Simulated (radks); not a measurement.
Results of a calculation; reference values are marked as such.
Trend from Sc to Zn: ionisation energy by Delta-SCF between NIST ground configurations, and size. Code: a radial shooting solver on a logarithmic mesh with Libxc functionals. Model: scalar-relativistic Kohn-Sham, r2SCAN, spin-unpolarised, spherical densities, finite nucleus; meta-GGA in the generalised Kohn-Sham scheme; Fermi nuclear charge, rms radius of each element as measured or else 0.836 A^(1/3) + 0.57 fm.

| species | configuration | configuration of the ion | IE (eV) | NIST (eV) | kind | r at 0.001 e/bohr^3 (bohr) |
|---|---|---|---|---|---|---|
| Sc | [Ar] 3d1 4s2 | [Ar] 3d1 4s1 | 6.951 | 6.561 | exp. | 5.01 |
| Ti | [Ar] 3d2 4s2 | [Ar] 3d2 4s1 | 7.425 | 6.828 | exp. | 4.88 |
| V | [Ar] 3d3 4s2 | [Ar] 3d4 | 7.181 | 6.746 | exp. | 4.76 |
| Cr | [Ar] 3d5 4s1 | [Ar] 3d5 | 6.639 | 6.767 | exp. | 4.51 |
| Mn | [Ar] 3d5 4s2 | [Ar] 3d5 4s1 | 8.517 | 7.434 | exp. | 4.56 |
| Fe | [Ar] 3d6 4s2 | [Ar] 3d6 4s1 | 8.832 | 7.902 | exp. | 4.47 |
| Co | [Ar] 3d7 4s2 | [Ar] 3d8 | 6.197 | 7.881 | exp. | 4.39 |
| Ni | [Ar] 3d8 4s2 | [Ar] 3d9 | 5.976 | 7.640 | exp. | 4.32 |
| Cu | [Ar] 3d10 4s1 | [Ar] 3d10 | 7.810 | 7.726 | exp. | 4.10 |
| Zn | [Ar] 3d10 4s2 | [Ar] 3d10 4s1 | 9.991 | 9.394 | exp. | 4.19 |

Reference values: NIST Atomic Spectra Database (measured). Spin polarisation and multiplet splitting are left out, so open shells lie too high by an amount that depends on their filling.

Beside tabulated values, note that spin-unpolarised runs miss the spin-polarisation part of the exchange energy of open shells.
